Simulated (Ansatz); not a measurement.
Calculated with Ansatz (gas phase, PBE0-D4/def2-TZVP geometries, no zero-point term in ΔE). CBS: MP2 limit from def2 TZ/QZ plus the TZ coupled-cluster correction, frozen cores. This one scheme is used for every species. Functionals use def2-TZVPP. Each species was taken in one conformer, which may not be the lowest.

Consider the ligand exchange at the Si–C bond: `C=C[Si](N)(F)Cl` + CH₃OH → `CO[Si](N)(F)Cl` + ethylene.

CCSD(T)/CBS gives -26.0 kcal/mol.

Q: Another level gave -22.5 kcal/mol. Which?
A. revPBE-D4/def2-TZVPP
B. r2SCAN0-D4/def2-TZVPP
C. LDA (SPW92)/def2-TZVPP
D. RPA@PBE/def2-TZVPP

A: A. revPBE-D4 -22.5, RPA@PBE/def2-TZVPP -25.4, LDA (SPW92) -24.4, r2SCAN0-D4 -26.5 kcal/mol.

Largest T1 diagnostic among the species: 0.011.

At CCSD(T), def2-SVP lies +1.1 kcal/mol from the extrapolated value and def2-TZVPP −0.0 kcal/mol. From PBE to PBE0 (25 % exact exchange), in def2-TZVPP and without D4, ΔE moves by −1.2 kcal/mol. Leaving LDA and LC-ωPBE aside and taking each functional with its dispersion term where it has one, the values, not all of them listed here, spread over 5.3 kcal/mol, from BHLYP-D4 to revPBE-D4. LDA lies −1.3 kcal/mol from PBE without D4.

CCSD(T)/CBS has its own doubt, a few kJ/mol and more with outer-core shells, so smaller differences from it don't rank the levels.
